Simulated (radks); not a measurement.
Results of a calculation; reference values are marked as such.
Polarisability of the zinc ion Zn2+, [Ar] 3d10, at imaginary frequency. Code: a radial shooting solver on a logarithmic mesh with Libxc functionals. Model: scalar-relativistic Kohn-Sham, LB94 model potential, spin-polarised, spherical densities, finite nucleus; Fermi nuclear charge, rms radius 3.9283 fm. Response by self-consistent Sternheimer equations with the Hartree and adiabatic LDA kernel, the relativistic mass of each level held fixed and spin-orbit coupling left out.

w (hartree)  alpha1(iw) (bohr^3)  alpha2(iw) (bohr^5)
0.00266                    2.564                7.726
0.0143                     2.564                7.720
0.0360                     2.561                7.683
0.0697                     2.551                7.568
0.118                      2.527                7.299
0.186                      2.475                6.792
0.280                      2.376                6.024
0.413                      2.206                5.091
0.605                      1.952                4.147
0.892                      1.625                3.272
1.35                       1.254                2.448
2.12                      0.8694                1.657
3.59                      0.5066               0.9398
6.94                      0.2178               0.3872
17.5                     0.05151              0.08320

Static values: alpha1 = 2.564 bohr^3 (0.3800 angstrom^3; uncoupled 3.277), alpha2 = 7.727 bohr^5, alpha3 = 25.58 bohr^7. C6 = 6.856, C8 = 76.68, triple-dipole C9 = 11.66 atomic units. One-pole (London) frequency 4 C6 / (3 alpha1^2) = 1.390 hartree, against 1.496 for minus the highest occupied eigenvalue.
